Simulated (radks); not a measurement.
Valence configurations of Ne3+ (all share [He]). All-electron calculation, Dirac Kohn-Sham, PBE, spin-unpolarised, spherical densities, finite nucleus; open shells fill j = l - 1/2 first; Fermi nuclear charge, rms radius 3.0055 fm. Program: a radial shooting solver on a logarithmic mesh with Libxc functionals. Energies are relative to 2s2 2p3; eigenvalues in eV.

| valence | E (eV) | e(2p1/2) | e(2p3/2) | e(2s1/2) |
|---|---|---|---|---|
| 2s2 2p3 | 0.000 | -80.628 | -80.474 | -103.32 |
| 2p5 | 45.988 | -79.263 | -79.113 | - |
| 2s1 2p4 | 22.923 | -79.917 | -79.765 | -102.76 |
| 2s1.5 2p3.5 | 11.444 | -80.265 | -80.112 | -103.04 |
| 2s0.5 2p4.5 | 34.438 | -79.583 | -79.432 | -102.50 |

NIST lists [He] 2s2 2p3 as the ground configuration; this level of theory agrees among the configurations tried. The energies are those of spherical spin-averaged densities, not of single terms.
